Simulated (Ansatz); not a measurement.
`[OH][GeH]([OH])[Cl]` + `CNBO` → `C[NH][GeH]([OH])[Cl]` + `OBO`  (redistribution)

Program: Ansatz. Geometries: PBE0-D4/def2-TZVP. ΔE: electronic, gas phase. CCSD(T)/CBS adds triple-zeta CCSD(T) − MP2 to the extrapolated MP2 energy (def2 sets, frozen cores). This one scheme is used for every species. Functionals use def2-TZVPP. B3LYP here is the variant with VWN-RPA as its local correlation; programs differ in this. For Ge outer-core shells are correlated without core-valence functions, which leaves a few kJ/mol of doubt a bond. Scalar relativity is left out up to krypton. Each species was taken in one conformer, which may not be the lowest.

```json
{"level": "PBE0-D4", "ΔE (kcal/mol)": "2.4"}
{"level": "ωB97X-V", "ΔE (kcal/mol)": "2.3"}
{"level": "PBE0", "ΔE (kcal/mol)": "3.1"}
{"level": "B3LYP", "ΔE (kcal/mol)": "3.4"}
```

Q: What does CCSD(T)/CBS give? (Estimate.)

A: Ansatz gave: +1.4 kcal/mol. The listed levels differ from it by 1.0, 0.9, 1.7, 2.0 kcal/mol.

Largest T1 diagnostic among the species: 0.013.

In def2-TZVPP, CCSD(T) changes the Hartree–Fock value by −1.0 kcal/mol (the triples alone add −0.1 kcal/mol) and MP2 by −1.0 kcal/mol. The D4 term adds −1.1 kcal/mol with B3LYP and −0.7 kcal/mol with PBE0; it sums over pairs of atoms, weighted by their polarisabilities, and B3LYP, whose exchange is more repulsive, gets the larger term.
